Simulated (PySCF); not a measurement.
Record of a relaxation.

Species: C₃H₆F₂Ge.
SMILES with atom numbers: `[CH2:1]=[C:2]([CH2:3][F:4])[GeH2:5][F:6]` (hydrogens: H7, H8 on C1; H9, H10 on C3; H11, H12 on Ge5)

Method: PBE0-D3(BJ)/def2-SVP geometry optimisation, gas phase in PySCF 2.14.0; density fitting, grid level 1; the optimiser is geomeTRIC in internal coordinates, started from a GFN2-xTB structure with every atom displaced at random (about 0.01 Å). The frame can shift and turn from step to step; on so coarse a grid that alone can change the energy by a few meV, and forces under 0.02 eV/Å are noise.

Step 0: E = -65130.9300 eV, largest atomic force 3.050 eV/Å
```
atom  x, y, z in Å  |  force x, y, z in eV/Å
C1     -0.826    1.457   -0.007   -0.950   2.896   0.102
C2     -0.329    0.263   -0.013    1.174  -2.580   0.181
C3     -1.062   -0.937   -0.541    1.517  -0.450   1.421
F4     -0.415   -2.058    0.004   -0.576   0.143  -0.256
Ge5     1.498   -0.120    0.624   -0.233   0.263  -0.657
F6      2.411   -0.447   -0.825    0.093  -0.106  -0.330
H7     -1.829    1.686   -0.384   -0.095  -0.053  -0.017
H8     -0.272    2.330    0.361    0.017  -0.092  -0.011
H9     -0.938   -1.014   -1.600   -0.122  -0.014  -1.221
H10    -2.102   -0.963   -0.242   -0.635   0.000   0.064
H11     1.714   -1.353    1.456   -0.073  -0.307   0.463
H12     2.189    1.129    1.157   -0.116   0.299   0.262
```

Step 1: E = -65131.1012 eV, largest atomic force 0.537 eV/Å
```
atom  x, y, z in Å  |  force x, y, z in eV/Å
C1     -0.880    1.487    0.110    0.193  -0.489   0.106
C2     -0.372    0.244    0.050   -0.168   0.408  -0.286
C3     -1.146   -0.923   -0.466   -0.387   0.005  -0.357
F4     -0.670   -2.091    0.067    0.144  -0.234   0.117
Ge5     1.483   -0.075    0.500    0.036   0.029   0.332
F6      2.334   -0.461   -0.986   -0.105   0.047   0.248
H7     -1.919    1.698   -0.162   -0.073   0.030   0.013
H8     -0.275    2.333    0.441    0.033   0.095  -0.021
H9     -1.045   -0.991   -1.573   -0.013   0.047   0.250
H10    -2.225   -0.850   -0.222    0.122   0.074  -0.050
H11     1.668   -1.252    1.480    0.117   0.099  -0.202
H12     2.041    1.252    1.063    0.101  -0.110  -0.151
```

Step 2: E = -65131.1261 eV, largest atomic force 0.137 eV/Å
```
atom  x, y, z in Å  |  force x, y, z in eV/Å
C1     -0.891    1.476    0.112    0.061  -0.058   0.107
C2     -0.379    0.241    0.043    0.036   0.018  -0.105
C3     -1.160   -0.927   -0.477   -0.015  -0.007  -0.044
F4     -0.688   -2.101    0.062   -0.014   0.018   0.008
Ge5     1.483   -0.063    0.527   -0.106   0.036   0.052
F6      2.328   -0.466   -0.947    0.027  -0.027  -0.062
H7     -1.937    1.684   -0.144    0.004   0.014  -0.021
H8     -0.286    2.330    0.429   -0.027   0.016   0.004
H9     -1.051   -0.988   -1.576    0.022  -0.015   0.053
H10    -2.235   -0.834   -0.243    0.025  -0.004   0.017
H11     1.721   -1.236    1.482   -0.003  -0.008   0.012
H12     2.089    1.255    1.036   -0.010   0.017  -0.021
```

Step 3: E = -65131.1285 eV, largest atomic force 0.077 eV/Å
```
atom  x, y, z in Å  |  force x, y, z in eV/Å
C1     -0.889    1.477    0.119   -0.048  -0.024   0.038
C2     -0.381    0.243    0.036    0.066  -0.022  -0.032
C3     -1.156   -0.931   -0.480   -0.024   0.038  -0.008
F4     -0.681   -2.100    0.070   -0.004   0.024   0.011
Ge5     1.475   -0.059    0.523    0.005  -0.003   0.020
F6      2.318   -0.478   -0.949    0.011  -0.022  -0.034
H7     -1.933    1.692   -0.142   -0.001   0.013   0.002
H8     -0.285    2.329    0.448   -0.009  -0.004  -0.011
H9     -1.042   -1.002   -1.576    0.013  -0.014  -0.006
H10    -2.231   -0.842   -0.247   -0.005  -0.003   0.003
H11     1.715   -1.224    1.487    0.000  -0.001   0.022
H12     2.082    1.266    1.014   -0.006   0.018  -0.007
```

Step 4: E = -65131.1307 eV, largest atomic force 0.087 eV/Å
```
atom  x, y, z in Å  |  force x, y, z in eV/Å
C1     -0.894    1.470    0.127   -0.036   0.071   0.019
C2     -0.376    0.242    0.028   -0.033  -0.012   0.002
C3     -1.153   -0.930   -0.484    0.025   0.007   0.025
F4     -0.684   -2.094    0.081    0.004  -0.027   0.016
Ge5     1.477   -0.054    0.519    0.069  -0.025  -0.047
F6      2.316   -0.506   -0.950   -0.022  -0.005   0.034
H7     -1.938    1.687   -0.132    0.001  -0.026   0.013
H8     -0.297    2.324    0.462    0.015   0.002  -0.013
H9     -1.032   -1.012   -1.578    0.001  -0.013  -0.045
H10    -2.228   -0.836   -0.254   -0.020   0.009  -0.016
H11     1.720   -1.202    1.505   -0.006   0.016   0.013
H12     2.084    1.282    0.978    0.002   0.003   0.000
```

Step 5: E = -65131.1335 eV, largest atomic force 0.138 eV/Å
```
atom  x, y, z in Å  |  force x, y, z in eV/Å
C1     -0.901    1.467    0.140   -0.070   0.053  -0.026
C2     -0.373    0.245    0.020   -0.033   0.000   0.050
C3     -1.147   -0.931   -0.490    0.051  -0.004   0.052
F4     -0.688   -2.086    0.100    0.002  -0.029   0.010
Ge5     1.480   -0.047    0.511    0.083  -0.034  -0.106
F6      2.306   -0.560   -0.946   -0.037   0.017   0.074
H7     -1.951    1.671   -0.104    0.002  -0.010   0.009
H8     -0.312    2.327    0.473    0.027  -0.016  -0.005
H9     -1.009   -1.031   -1.580   -0.003  -0.002  -0.040
H10    -2.224   -0.831   -0.275   -0.027   0.012  -0.030
H11     1.722   -1.159    1.538   -0.010   0.025   0.008
H12     2.093    1.305    0.917    0.015  -0.012   0.003
```

Step 6: E = -65131.1357 eV, largest atomic force 0.109 eV/Å
```
atom  x, y, z in Å  |  force x, y, z in eV/Å
C1     -0.918    1.462    0.156   -0.024   0.038  -0.036
C2     -0.373    0.250    0.011   -0.057   0.003   0.086
C3     -1.135   -0.935   -0.495    0.045  -0.022   0.035
F4     -0.696   -2.078    0.137   -0.010   0.005  -0.007
Ge5     1.485   -0.031    0.496    0.040  -0.015  -0.101
F6      2.283   -0.649   -0.934   -0.021   0.032   0.038
H7     -1.976    1.659   -0.062    0.002  -0.040  -0.009
H8     -0.333    2.326    0.486    0.028  -0.007   0.007
H9     -0.963   -1.062   -1.578   -0.006   0.003  -0.004
H10    -2.218   -0.828   -0.316   -0.013   0.005  -0.025
H11     1.723   -1.078    1.590   -0.009   0.018   0.009
H12     2.115    1.337    0.811    0.026  -0.020   0.006
```

Step 7: E = -65131.1371 eV, largest atomic force 0.073 eV/Å
```
atom  x, y, z in Å  |  force x, y, z in eV/Å
C1     -0.928    1.460    0.163   -0.013  -0.022  -0.041
C2     -0.374    0.252    0.017   -0.006   0.014   0.071
C3     -1.130   -0.936   -0.489    0.026  -0.031  -0.002
F4     -0.705   -2.075    0.159   -0.011   0.013  -0.008
Ge5     1.491   -0.023    0.486   -0.012   0.010  -0.036
F6      2.270   -0.676   -0.937   -0.006   0.012  -0.002
H7     -1.989    1.636   -0.053   -0.002   0.016   0.005
H8     -0.349    2.331    0.488    0.003  -0.011   0.002
H9     -0.940   -1.072   -1.569   -0.001   0.001   0.017
H10    -2.217   -0.825   -0.333    0.003   0.005  -0.006
H11     1.729   -1.044    1.604    0.000   0.004   0.001
H12     2.137    1.344    0.769    0.018  -0.012  -0.001
```

Step 8: E = -65131.1376 eV, largest atomic force 0.052 eV/Å
```
atom  x, y, z in Å  |  force x, y, z in eV/Å
C1     -0.939    1.459    0.169    0.029  -0.030  -0.009
C2     -0.379    0.253    0.028    0.008   0.007   0.008
C3     -1.124   -0.941   -0.479   -0.018  -0.012  -0.022
F4     -0.714   -2.074    0.188   -0.002   0.011  -0.001
Ge5     1.494   -0.014    0.472   -0.028   0.027   0.036
F6      2.248   -0.694   -0.951    0.003  -0.011  -0.032
H7     -2.003    1.630   -0.039   -0.003   0.006  -0.004
H8     -0.359    2.331    0.485   -0.014   0.006   0.006
H9     -0.913   -1.087   -1.554    0.006   0.002   0.024
H10    -2.215   -0.828   -0.349    0.008   0.002   0.011
H11     1.739   -1.013    1.608    0.010  -0.008  -0.009
H12     2.159    1.350    0.725    0.001   0.001  -0.007
```

Step 9: E = -65131.1380 eV, largest atomic force 0.037 eV/Å
```
atom  x, y, z in Å  |  force x, y, z in eV/Å
C1     -0.942    1.458    0.170    0.017  -0.014   0.002
C2     -0.379    0.252    0.034    0.007   0.002  -0.004
C3     -1.124   -0.943   -0.472   -0.012  -0.003  -0.016
F4     -0.718   -2.074    0.200   -0.001   0.004   0.003
Ge5     1.496   -0.011    0.467   -0.008   0.013   0.034
F6      2.236   -0.691   -0.963    0.000  -0.009  -0.028
H7     -2.005    1.625   -0.041   -0.002   0.008   0.002
H8     -0.365    2.333    0.486   -0.010   0.006  -0.001
H9     -0.907   -1.091   -1.545    0.004  -0.004   0.008
H10    -2.215   -0.826   -0.347    0.005  -0.001   0.011
H11     1.751   -1.011    1.600    0.008  -0.006  -0.007
H12     2.167    1.351    0.713   -0.006   0.005  -0.004
```

Step 10: E = -65131.1384 eV, largest atomic force 0.025 eV/Å
```
atom  x, y, z in Å  |  force x, y, z in eV/Å
C1     -0.944    1.457    0.173   -0.007   0.012   0.011
C2     -0.380    0.251    0.045    0.003  -0.006  -0.024
C3     -1.125   -0.946   -0.457   -0.007   0.018   0.011
F4     -0.723   -2.073    0.223    0.005  -0.012   0.009
Ge5     1.499   -0.007    0.456    0.016  -0.010   0.005
F6      2.214   -0.678   -0.993   -0.002  -0.001  -0.003
H7     -2.008    1.622   -0.039    0.000   0.000   0.005
H8     -0.371    2.335    0.484    0.000  -0.001  -0.002
H9     -0.903   -1.102   -1.527    0.000  -0.005  -0.010
H10    -2.215   -0.827   -0.336   -0.003  -0.002   0.002
H11     1.778   -1.015    1.577    0.004   0.000  -0.005
H12     2.173    1.354    0.697   -0.009   0.008   0.000
```

Step 11: E = -65131.1386 eV, largest atomic force 0.025 eV/Å
```
atom  x, y, z in Å  |  force x, y, z in eV/Å
C1     -0.945    1.455    0.177   -0.013   0.018   0.013
C2     -0.380    0.250    0.048    0.001  -0.011  -0.020
C3     -1.127   -0.949   -0.447   -0.001   0.016   0.018
F4     -0.725   -2.073    0.239    0.003  -0.007   0.004
Ge5     1.503   -0.004    0.445    0.014  -0.011  -0.014
F6      2.203   -0.669   -1.014    0.000   0.004   0.010
H7     -2.010    1.619   -0.031    0.000  -0.004   0.006
H8     -0.372    2.336    0.484    0.006  -0.003  -0.003
H9     -0.905   -1.110   -1.516   -0.004  -0.004  -0.011
H10    -2.217   -0.828   -0.325   -0.004  -0.003  -0.001
H11     1.797   -1.016    1.558    0.001   0.001  -0.003
H12     2.173    1.360    0.683   -0.005   0.005   0.001
```

Task: Summarise the path.

Result: The energy falls by 20.12 kJ/mol from step 0 to step 11; nine tenths of that is first reached at step 2. It falls at every step. The largest force goes from 3.050 to 0.025 eV/Å. Among the bonds C1=C2 changes most, from 1.293 to 1.337 Å; the atoms move by 0.230 Å rms after alignment.

The cost below is that of the whole optimisation. The run took 89 s on one thread, Arm Neoverse V2 (aarch64), no GPU, on a shared host, and the process peaked at 0.56 GiB of memory.
